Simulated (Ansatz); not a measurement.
Ideal-gas functions of CH₆SiTe, SMILES `C[SiH2][TeH]` at 600 K and 1 bar, from an Ansatz frequency run at PBE0-D4/def2-TZVP.

Molar mass 173.74 g/mol, point group C1 (symmetry number 1), electronic degeneracy 1, moments of inertia 35.958, 287.197, 309.795 u Å². Harmonic wavenumbers (cm⁻¹, unscaled): 127, 157, 168, 328, 413, 526, 664, 687, 736, 878, 888, 934, 1274, 1443, 1448, 2149, 2218, 2227, 3051, 3135, 3149.

Use S(trans) = R[1.5 ln M + 2.5 ln T − 1.1517]; rotational temperatures θ = 24.2544 K / I; S(rot) = R[ln(√π/σ · √(T³/θAθBθC)) + 1.5]; for each mode x = 1.438777 ν̃/T, S = R[x/(eˣ − 1) − ln(1 − e⁻ˣ)] and H = RT x/(eˣ − 1); 1 cm⁻¹ = 0.0119627 kJ/mol; R = 8.31446 J/(mol·K).

By hand: the entropy, in J/(mol·K).

Translation 187.7. Rotation: θ = 0.6745, 0.0845, 0.0783 K, giving 119.5. Vibration, mode by mode: 18.23, 16.49, 15.93, 10.52, 8.73, 6.91, 5.27, 5.04, 4.59, 3.51, 3.44, 3.16, 1.66, 1.20, 1.19, 0.30, 0.26, 0.25, 0.05, 0.04, 0.04, in all 106.8. Electronic 0.0. Sum 414.0 J/(mol·K).

By hand: H − E and G − E in kJ/mol, counted from the electronic energy.

Zero-point energy ½ × 26600 × 0.0119627 = 159.1; thermal vibration 33.5; translation, rotation and pV give 4 RT = 20.0. H − E = 212.6 kJ/mol, and G − E = 212.6 − 600 × 414.0/1000 = -35.8 kJ/mol.

Vibration gives 26 % of the entropy, 18.2 J/(mol·K) of it from the mode under 150 cm⁻¹: soft modes count most, and the harmonic formula is weakest for them. The sum counts one conformer and one mirror image; others add a mixing term.
